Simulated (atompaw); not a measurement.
# Before and after: PAW (atompaw) potential for Nd

- Element: neodymium (Nd)
- Generator: atompaw 4.2.0.5
- Type: PAW
- Functional: PBE
- Relativity: scalar-relativistic
- Frozen core: [Kr] 4d10 4f3
- Valence charge: 11
- Reference configuration: 5s2 5p6 5d1 6s1.5 6p0 (charge +0.5)
- Partial waves: 5s (bound): rc 2.10 bohr; 6s (bound): rc 2.75 bohr; 5p (bound): rc 2.35 bohr; 6p (bound, empty): rc 2.75 bohr; 5d (bound): rc 2.30 bohr; 5d channel at 0.3 Ry: rc 2.30 bohr; 5f channel at 0.2 Ry: rc 2.75 bohr; 5f channel at 2.2 Ry: rc 2.75 bohr
- Local potential: bessel scheme, radius 2.70 bohr
- Core correction: smooth core density matched at 2.40 bohr
- Augmentation charge: besselshape compensation charge, radius 2.20 bohr; PAW radius 2.75 bohr; waves and projectors: custom polynom2 7 10 vanderbiltortho

All-electron outer shells of the reference configuration (PBE, scalar-relativistic, ld1.x):

```
shell  level (eV)  outermost node (bohr)  outermost maximum (bohr)
   5s      -46.59                   0.72                      1.31
   5p      -27.56                   0.77                      1.48
   4f       -9.79                      –                      0.65
   6s       -6.24                   1.73                      3.51
   5d       -5.63                   0.87                      2.05
   6p       -3.37                   2.05                      4.51
```

Change: wave 5p (bound): rc 2.35 bohr becomes 5p (bound): rc 1.46 bohr.

Cutoffs: the cutoffs (Ry, on a coarse ladder) from which the occupation-weighted sum of valence levels, in a spherical-Bessel basis at the reference potential, stays within 10 and 1 mRy of its value at 400 Ry; they do not see the model core or the augmentation charge, which bear on the density cutoff.

**Question.** What does the change do?

**Answer.** The potential gets harder (21 Ry and 35 Ry → 25 Ry and 160 Ry); the range in which the p phases agree widens (upper end 1.0 → at the end of the scan); neither file shows a bound ghost.

```tsv
quantity	base	changed
cutoff, loose	21 Ry	25 Ry
cutoff, tight	35 Ry	160 Ry
loose cutoff by channel (10 mRy a level)	s 8 Ry, p 15 Ry, d 10 Ry	s 8 Ry, p 12 Ry, d 10 Ry
bound ghosts	none	none
s: phases at 2.75 bohr within 0.05 rad from the reference energy up to (Ry; the scan ends near 5)	3.5	3.5
p: phases at 2.75 bohr within 0.05 rad from the reference energy up to (Ry; the scan ends near 5)	1.0	to the end of the scan
d: phases at 2.75 bohr within 0.05 rad from the reference energy up to (Ry; the scan ends near 5)	2.9	2.9
f: phases at 2.75 bohr within 0.05 rad from the reference energy up to (Ry; the scan ends near 5)	0.8	0.8
lowest overlap eigenvalue by channel	s 0.37, p 0.47, d 0.98, f 1.00	s 0.37, p 0.40, d 0.98, f 1.00
```

 The cutoffs see the waves, projectors and local potential, not the compensation charge or the core.
